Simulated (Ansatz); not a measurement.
Reaction (cleavage of the Si–Ge bond): `C[SiH2][GeH2][CH3]` + `OC(F)F` → `C[SiH2]OC(F)F` + `[CH3][GeH3]`

Isolated molecules relaxed with PBE0-D4/def2-TZVP in Ansatz; ΔE leaves out vibrations. CBS: MP2 limit from def2 TZ/QZ plus the TZ coupled-cluster correction, frozen cores. DFT in def2-TZVPP. B3LYP here is the variant with VWN-RPA as its local correlation; programs differ in this. For Ge outer-core shells are correlated without core-valence functions, which leaves a few kJ/mol of doubt a bond. Scalar relativity is left out up to krypton. One conformer a species, not always the lowest.

`C[SiH2][GeH2][CH3]`:

```xyz
14

C     0.003    2.130   -0.446
Si   -1.222    0.707   -0.427
Ge   -0.372   -1.137    0.819
C     1.347   -1.749    0.096
H     0.206    2.479    0.569
H    -0.386    2.972   -1.023
H     0.950    1.821   -0.893
H    -1.493    0.257   -1.824
H    -2.518    1.153    0.157
H    -0.173   -0.725    2.295
H    -1.375   -2.309    0.807
H     1.726   -2.588    0.680
H     2.080   -0.942    0.130
H     1.227   -2.069   -0.939
```

`OC(F)F`:

Cartesian coordinates in Å:
```
O 1.063 -0.198 -0.132
C -0.214 0.230 -0.129
F -0.613 0.587 1.117
F -1.065 -0.749 -0.520
H 1.139 -0.954 0.464
H -0.311 1.084 -0.799
```

`C[SiH2]OC(F)F`:

Cartesian coordinates in Å:
```
C 1.005 -1.489 -0.148
Si -0.636 -0.691 -0.471
O -0.511 0.974 -0.595
C -0.382 1.854 0.409
F 0.272 1.296 1.469
F 0.364 2.892 -0.007
H 1.401 -1.185 0.823
H 1.728 -1.214 -0.919
H 0.899 -2.577 -0.153
H -1.613 -1.011 0.603
H -1.187 -1.086 -1.788
H -1.340 2.238 0.777
```

`[CH3][GeH3]`:

Z-matrix (Å, degrees):
```
C
Ge 1 1.953
H 1 1.091 2 110.3
H 1 1.090 2 110.3 3 120.0
H 1 1.090 2 110.3 3 -120.0
H 2 1.539 1 110.4 3 -59.8
H 2 1.539 1 110.4 3 60.2
H 2 1.539 1 110.4 3 -179.8
```

| level | ΔE (kJ/mol) | difference from CCSD(T)/CBS |
| --- | --- | --- |
| B3LYP-D4 | -72.5 | -0.5 |
| ωB97M-V | -75.6 | -3.6 |
| PBE | -53.6 | 18.4 |
| r2SCAN | -70.6 | 1.4 |
| PBE0 | -59.3 | 12.7 |
| B3LYP | -74.6 | -2.6 |
| MP2/def2-TZVPP | -74.4 | -2.4 |
| SCS-MP2/def2-TZVPP | -79.2 | -7.2 |
| CCSD/def2-TZVPP | -74.3 | -2.3 |
| CCSD(T)/def2-TZVPP | -71.4 | 0.6 |
| HF/def2-QZVPP | -98.0 | -26.0 |
| MP2/def2-QZVPP | -75.6 | -3.6 |
| SCS-MP2/def2-QZVPP | -80.6 | -8.6 |
| HF/CBS(def2) | -98.4 | -26.4 |
| MP2/CBS(def2) | -74.9 | -2.9 |
| CCSD/CBS(def2) | -74.9 | -2.9 |
| CCSD(T)/CBS | -72.0 | 0 |

Largest T1 diagnostic among the species: 0.012.

In def2-TZVPP, CCSD(T) changes the Hartree–Fock value by +23.8 kJ/mol (the triples alone add +2.9 kJ/mol) and MP2 by +20.9 kJ/mol. From PBE to PBE0 (25 % exact exchange), in def2-TZVPP and without D4, ΔE moves by −5.8 kJ/mol.
